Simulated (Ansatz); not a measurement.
The same path of ClFH₄MgO (8 atoms, charge 0, multiplicity 1) was run twice with different band settings. Lost on the way: Mg1–H2, H4–F5, H6–O7. Made: H2–H6, H4–O7.

Theory: RKS B3LYP-D4/def2-mTZVP (Ansatz).

Relaxed end points:

```xyz
8
Properties=species:S:1:pos:R:3
Mg -0.222 -1.082 0.416
H -0.063 -1.667 2.006
Cl 0.153 -1.464 -1.840
H -1.274 1.136 -0.035
F -1.806 0.417 0.264
H 1.499 1.248 0.313
O 0.721 0.866 -0.117
H 0.993 0.546 -1.007
```

```xyz
8
Properties=species:S:1:pos:R:3
Mg -0.514 -0.629 -0.209
H 0.938 -1.070 1.684
Cl 0.380 -2.328 -1.338
H -0.385 1.800 -0.472
F -1.790 0.260 0.683
H 0.431 -0.630 2.011
O 0.312 1.175 -0.738
H 0.626 1.422 -1.620
```

Common settings: spring 5.0 eV/Å²; optimiser quadratic models (default); start path through a guess of the saddle point; force threshold 0.03 eV/Å; iteration limit 60; end points relaxed.

| run | movable images | climbing image |
| --- | --- | --- |
| 1 | 5 | yes |
| 2 | 4 | no |

What does each run give, and how far can it be trusted?

Run 1: converged after 54 iterations, highest image 0.212 eV above the first end. A vibrational analysis at the climbing image gives one clearly imaginary mode, 101i cm⁻¹: a first-order saddle point.
Run 2: converged after 13 iterations, highest image 0.214 eV above the first end. No image climbed, so the highest image needn't sit at the top of the path.
The orbitals stay closed-shell, which can raise the energy where a bond breaks towards radicals; this wasn't checked here.
